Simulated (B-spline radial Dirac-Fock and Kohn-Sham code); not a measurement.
# Elastic electron scattering at 100 keV, I to Au

Model: relativistic (Dirac) partial waves in the static field of the Dirac-Fock atom with Furness-McCarthy exchange, without polarisation or absorption potentials. Program: a radial atomic solver. σ_tr1 and σ_tr2 weight the cross section with 1 − P₁ and 1 − P₂ of cos θ; "backward" is the share scattered beyond 90°.

| Z | element | σ (a₀²) | σ_tr1 (a₀²) | σ_tr2 (a₀²) | backward (%) | dσ/dΩ at 90° (a₀²/sr) |
| --- | --- | --- | --- | --- | --- | --- |
| 53 | I | 0.609 | 0.00246 | 0.00598 | 0.040 | 8.01e-05 |
| 54 | Xe | 0.625 | 0.00255 | 0.00618 | 0.041 | 8.40e-05 |
| 55 | Cs | 0.706 | 0.00264 | 0.00639 | 0.038 | 8.80e-05 |
| 56 | Ba | 0.774 | 0.00274 | 0.00660 | 0.037 | 9.22e-05 |
| 57 | La | 0.802 | 0.00283 | 0.00681 | 0.037 | 9.65e-05 |
| 58 | Ce | 0.798 | 0.00292 | 0.00702 | 0.039 | 0.000101 |
| 59 | Pr | 0.767 | 0.00302 | 0.00722 | 0.043 | 0.000105 |
| 60 | Nd | 0.763 | 0.00311 | 0.00742 | 0.045 | 0.000110 |
| 61 | Pm | 0.758 | 0.00321 | 0.00763 | 0.048 | 0.000115 |
| 62 | Sm | 0.752 | 0.00331 | 0.00784 | 0.050 | 0.000120 |
| 63 | Eu | 0.746 | 0.00341 | 0.00805 | 0.053 | 0.000125 |
| 64 | Gd | 0.765 | 0.00351 | 0.00826 | 0.054 | 0.000130 |
| 65 | Tb | 0.734 | 0.00361 | 0.00846 | 0.059 | 0.000136 |
| 66 | Dy | 0.728 | 0.00371 | 0.00867 | 0.063 | 0.000141 |
| 67 | Ho | 0.722 | 0.00381 | 0.00888 | 0.066 | 0.000147 |
| 68 | Er | 0.716 | 0.00392 | 0.00909 | 0.070 | 0.000153 |
| 69 | Tm | 0.709 | 0.00402 | 0.00930 | 0.073 | 0.000159 |
| 70 | Yb | 0.703 | 0.00413 | 0.00951 | 0.077 | 0.000165 |
| 71 | Lu | 0.721 | 0.00424 | 0.00973 | 0.079 | 0.000171 |
| 72 | Hf | 0.732 | 0.00435 | 0.00995 | 0.081 | 0.000177 |
| 73 | Ta | 0.741 | 0.00446 | 0.0102 | 0.083 | 0.000184 |
| 74 | W | 0.748 | 0.00457 | 0.0104 | 0.086 | 0.000190 |
| 75 | Re | 0.754 | 0.00469 | 0.0106 | 0.089 | 0.000197 |
| 76 | Os | 0.758 | 0.00480 | 0.0108 | 0.092 | 0.000204 |
| 77 | Ir | 0.762 | 0.00492 | 0.0110 | 0.095 | 0.000211 |
| 78 | Pt | 0.746 | 0.00503 | 0.0113 | 0.10 | 0.000218 |
| 79 | Au | 0.748 | 0.00515 | 0.0115 | 0.11 | 0.000225 |

Values without a named source are computed, but for edge energies of neutral atoms, which are taken from tables.
